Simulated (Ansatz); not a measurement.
Consider the isomerisation: `C#COC[SiH3]` → `CC1[SiH2]C1=O`.

Isolated molecules relaxed with PBE0-D4/def2-TZVP in Ansatz; ΔE leaves out vibrations. CBS: MP2 limit from def2 TZ/QZ plus the TZ coupled-cluster correction, frozen cores. Functionals use def2-TZVPP. B3LYP here is the variant with VWN-RPA as its local correlation; programs differ in this. One conformer a species, not always the lowest.

`C#COC[SiH3]`:

```xyz
11

C     2.418    0.962    0.177
C     1.425    0.831   -0.484
O     0.373    0.698   -1.220
C    -0.864    0.497   -0.496
Si   -0.960   -1.169    0.413
H     3.305    1.071    0.750
H    -1.014    1.336    0.192
H    -1.643    0.548   -1.259
H     0.010   -1.234    1.532
H    -0.705   -2.269   -0.550
H    -2.345   -1.273    0.945
```

`CC1[SiH2]C1=O`:

Z-matrix (Å, degrees):
```
C
C 1 1.505
H 1 1.092 2 111.0
H 1 1.093 2 111.2 3 -120.7
H 1 1.092 2 110.6 3 120.0
Si 2 1.920 1 135.9 3 -77.3
C 2 1.481 1 122.7 3 -165.2
H 2 1.099 1 115.0 3 60.0
H 6 1.483 2 121.0 1 -13.2
H 6 1.482 2 114.5 1 128.4
O 7 1.194 2 136.5 1 -25.7
```

```json
{"level": "B3LYP-D4", "ΔE (eV)": "-1.05"}
{"level": "r2SCAN", "ΔE (eV)": "-1.30"}
{"level": "B3LYP", "ΔE (eV)": "-1.03"}
{"level": "CCSD(T)/def2-TZVPP", "ΔE (eV)": "-1.04"}
```

Task: What does CCSD(T)/CBS give? (Best estimate.)

Result: Computed: -1.03 eV. The listed levels differ from it by -0.02, -0.27, 0.00, -0.01 eV.

Largest T1 diagnostic among the species: 0.016.

In def2-TZVPP, CCSD(T) changes the Hartree–Fock value by −0.41 eV (the triples alone add −0.07 eV) and MP2 by −0.43 eV. From PBE to PBE0 (25 % exact exchange), in def2-TZVPP and without D4, ΔE moves by +0.09 eV.
